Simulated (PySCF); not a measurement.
Run record for `CC(=O)O[C@@H]1C=NCC1`: WP04/def2-SVPD, fitting basis def2-universal-jkfit, full TDDFT, 25 singlets.

Method: TDDFT WP04/def2-SVPD, vertical, gas phase, core orbitals frozen in the response (PySCF 2.14.0, density-fitted response routines). Geometry: GFN2-xTB. A driver script takes a list of jobs; this job's settings line and coordinates (Å) are shown.

Command:
```bash
OMP_NUM_THREADS=1 python probes_run.py task.json out
```

Input:
```
{"job": {"kind": "uv", "xc": "WP04", "basis": "def2-SVPD", "nstates": 25, "ntriplets": 2, "tda": false, "scf": {"aux": "def2-universal-jkfit"}}, "charge": 0, "multiplicity": 1}
C      3.072160    -0.571537    -0.534468
C      1.917600     0.376028    -0.345737
O      2.002994     1.570442    -0.242171
O      0.758329    -0.292538    -0.321727
C     -0.439607     0.471758    -0.172672
C     -0.794888     0.703811     1.283318
N     -1.934113     0.313002     1.635038
C     -2.636590    -0.274420     0.523380
C     -1.650706    -0.325535    -0.668590
H      3.038411    -1.345560     0.227861
H      2.985783    -1.048441    -1.508217
H      4.007086    -0.023425    -0.473969
H     -0.299604     1.435481    -0.680692
H     -0.110630     1.174969     1.968797
H     -3.507467     0.350201     0.311107
H     -2.999995    -1.258460     0.824368
H     -2.080743     0.098965    -1.571793
H     -1.336781    -1.348425    -0.872154
```

Output:
```
final grid: 149008 points
cycle   1  E = -448.5479549702  dE =  1.351e+00  |g| = 1.257e+00  |ddm| = 7.984e+00
cycle   2  E = -447.7124005106  dE =  8.356e-01  |g| = 2.362e+00  |ddm| = 5.305e+00
cycle   3  E = -448.8094264200  dE = -1.097e+00  |g| = 4.896e-01  |ddm| = 3.994e+00
cycle   4  E = -448.8555894520  dE = -4.616e-02  |g| = 1.681e-01  |ddm| = 6.407e-01
cycle   5  E = -448.8600593881  dE = -4.470e-03  |g| = 5.874e-02  |ddm| = 2.416e-01
cycle   6  E = -448.8608231132  dE = -7.637e-04  |g| = 9.823e-03  |ddm| = 9.648e-02
cycle   7  E = -448.8608380573  dE = -1.494e-05  |g| = 5.387e-03  |ddm| = 2.491e-02
cycle   8  E = -448.8608440284  dE = -5.971e-06  |g| = 1.581e-03  |ddm| = 1.109e-02
cycle   9  E = -448.8608445298  dE = -5.014e-07  |g| = 4.427e-04  |ddm| = 2.863e-03
cycle  10  E = -448.8608445776  dE = -4.784e-08  |g| = 5.629e-05  |ddm| = 9.234e-04
cycle  11  E = -448.8608445780  dE = -3.880e-10  |g| = 4.167e-05  |ddm| = 2.076e-04
cycle  12  E = -448.8608445784  dE = -4.019e-10  |g| = 5.860e-06  |ddm| = 9.084e-05
converged SCF energy = -448.8608445784

Static polarisability (au): isotropic 77.968, principal 62.897 70.849 100.159

Singlet excitations
state   eV       nm        f      main configurations
  1   5.2086    238.0   0.00227   H->L 0.97
  2   5.8544    211.8   0.00215   H-1->L+1 0.62, H-1->L 0.24, H->L+1 0.11
  3   6.0394    205.3   0.02746   H->L+1 0.85, H-1->L+1 0.11
  4   6.2599    198.1   0.01358   H-1->L 0.72, H-1->L+1 0.24
  5   6.9960    177.2   0.01800   H-2->L+1 0.76, H-2->L 0.19
  6   7.1620    173.1   0.01529   H-3->L 0.93
  7   7.3365    169.0   0.16578   H-2->L 0.60, H-2->L+1 0.17
  8   7.5216    164.8   0.03003   H->L+2 0.91
  9   7.9598    155.8   0.00452   H->L+3 0.92
 10   8.0290    154.4   0.08222   H-3->L+1 0.71, H-4->L 0.12
 11   8.1669    151.8   0.03376   H-1->L+2 0.91
 12   8.2373    150.5   0.00417   H->L+4 0.90
 13   8.2810    149.7   0.00678   H-4->L 0.61, H-6->L 0.11, H-3->L+1 0.09
 14   8.3558    148.4   0.00242   H-5->L 0.82, H-4->L+1 0.09
 15   8.4943    146.0   0.01687   H-4->L+1 0.53, H-1->L+3 0.20, H-5->L+1 0.10
 16   8.5161    145.6   0.00471   H-1->L+3 0.54, H-4->L+1 0.17, H-2->L+2 0.15
 17   8.6347    143.6   0.00375   H-2->L+2 0.72, H-1->L+3 0.20
 18   8.6647    143.1   0.01148   H->L+5 0.94
 19   8.8167    140.6   0.00297   H->L+6 0.88
 20   8.8491    140.1   0.00054   H-7->L 0.42, H-6->L 0.42
 21   8.9250    138.9   0.01051   H-5->L+1 0.34, H-1->L+4 0.20, H-7->L+1 0.13
 22   8.9868    138.0   0.01169   H->L+7 0.90
 23   9.0063    137.7   0.01092   H-1->L+4 0.64
 24   9.0456    137.1   0.04031   H-2->L+3 0.45, H-7->L 0.23
 25   9.1323    135.8   0.04461   H-2->L+3 0.37, H-7->L 0.17, H-6->L 0.13

Triplet excitations (Tamm-Dancoff, eV): 4.4027 4.8517
```

H and L stand for HOMO and LUMO; the number after each pair is its weight.

Q: Give the mean polarisability as a volume in Å³, and the ratio of the largest to the smallest principal value.

A: 77.968 au × 0.148185 = 11.55 Å³; 100.159/62.897 = 1.59.

Q: Which computed singlet has the largest oscillator strength, and what do all of them sum to?

A: State 7 at 7.34 eV (169 nm), f = 0.166; the 25 states sum to 0.567.

In short: SCF converged in 12 cycles with 258 basis and 843 fitting functions; HOMO -8.63 eV, LUMO -2.59 eV; lowest singlet 5.21 eV; lowest triplet 4.40 eV (Tamm–Dancoff); mean polarisability 78.0 au.

Q: Estimate the wall time. Hardware: one thread, Arm Neoverse V2 (aarch64), shared host with 96 logical CPUs at a one-minute load of 24. And the peak memory of the process?

A: About 90 s, with 0.99 GiB resident at the peak, the Python interpreter and its libraries included.

One conformer stands for the species.
